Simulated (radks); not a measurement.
Results of a calculation; reference values are marked as such.
Species: neutral copper. Configuration: [Ar] 3d10 4p1 (not the ground configuration). Code: a radial shooting solver on a logarithmic mesh with Libxc functionals. Model: Dirac Kohn-Sham, PBE, spin-unpolarised, spherical densities, finite nucleus; open shells fill j = l - 1/2 first; Fermi nuclear charge, rms radius 3.8823 fm. Some entries of the table are withheld. Estimate them.

| orbital | occ. | eigenvalue (eV) | <1/r> (bohr^-1) |
|---|---|---|---|
| 1s1/2 | 2 | -8850.911 | 29.16 |
| 2s1/2 | 2 | -1064.030 | 6.359 |
| 2p1/2 | 2 | -932.3349 | 6.314 |
| 2p3/2 | 4 | -911.8372 | 6.173 |
| 3s1/2 | 2 | -116.7539 | 2.001 |
| 3p1/2 | 2 | (1) | 1.866 |
| 3p3/2 | 4 | (2) | 1.831 |
| 3d3/2 | 4 | -7.2729 | 1.384 |
| 3d5/2 | 6 | -7.0011 | 1.372 |
| 4p1/2 | 1 | (3) | 0.2919 |
| 4p3/2 | 0 | (4) | 0.2867 |

Answer. 
(1) 3p1/2 eigenvalue (eV): -75.9562
(2) 3p3/2 eigenvalue (eV): -73.3806
(3) 4p1/2 eigenvalue (eV): -1.7251
(4) 4p3/2 eigenvalue (eV): -1.6768
